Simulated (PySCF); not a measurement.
## Ca: interval between two levels

Ca [Ar] 4s2 → Ca [Ar] 4s1 5s1 [3S1, M_J = 1], as a difference of total energies. Calculation: PySCF 2.14, in x2c-TZVPall-2c with one added diffuse shell each of s, p, d type (7s8p4d, 51 functions); the two-component X2C-1e Hamiltonian. Correlated levels: [Ne] frozen; the 6 highest virtual spinors dropped. "Screened" scales the spin-orbit matrix elements by Boettger's factors to mimic the two-electron term; Breit and QED terms are absent.

```tsv
method	interval between two levels (cm⁻¹)	error (cm⁻¹)
GHF (screened spin-orbit)	25043	-6496
GMP2 (screened spin-orbit)	30290	-1249
```

Reference: 31539 cm⁻¹ (measured; NIST Handbook of Basic Atomic Spectroscopic Data (Sansonetti and Martin, J. Phys. Chem. Ref. Data 34, 1559 (2005))).

Errors of the correlated levels include the incompleteness of this basis and the frozen core.
